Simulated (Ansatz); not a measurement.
Consider the hydrogenolysis of a B–Cl bond: `COB(O)Cl` + H₂ → `COBO` + HCl.

Calculated with Ansatz (gas phase, PBE0-D4/def2-TZVP geometries, no zero-point term in ΔE). CBS: MP2 limit from def2 TZ/QZ plus the TZ coupled-cluster correction, frozen cores. This one scheme is used for every species. Functionals use def2-TZVPP. One conformer a species, not always the lowest.

```csv
level,ΔE (kcal/mol)
ωB97X-V,14.7
ωB97M-V,15.1
r2SCAN,16.2
PBE0,13.9
CCSD/def2-TZVPP,13.2
HF/def2-QZVPP,10.9
HF/CBS(def2),10.9
MP2/CBS(def2),16.6
```

**Question.** What does CCSD(T)/CBS give? (An estimate is asked.)

**Answer.** Computed: +14.6 kcal/mol. The listed levels differ from it by 0.1, 0.5, 1.6, -0.7, -1.4, -3.7, -3.7, 2.0 kcal/mol.

Largest T1 diagnostic among the species: 0.013.

In def2-TZVPP, CCSD(T) changes the Hartree–Fock value by +3.1 kcal/mol (the triples alone add +1.0 kcal/mol) and MP2 by +5.1 kcal/mol. The D4 term adds +2.1 kcal/mol with B3LYP and +1.1 kcal/mol with PBE0; it sums over pairs of atoms, weighted by their polarisabilities, and B3LYP, whose exchange is more repulsive, gets the larger term.

B3LYP here is the variant with VWN-RPA as its local correlation; programs differ in this.
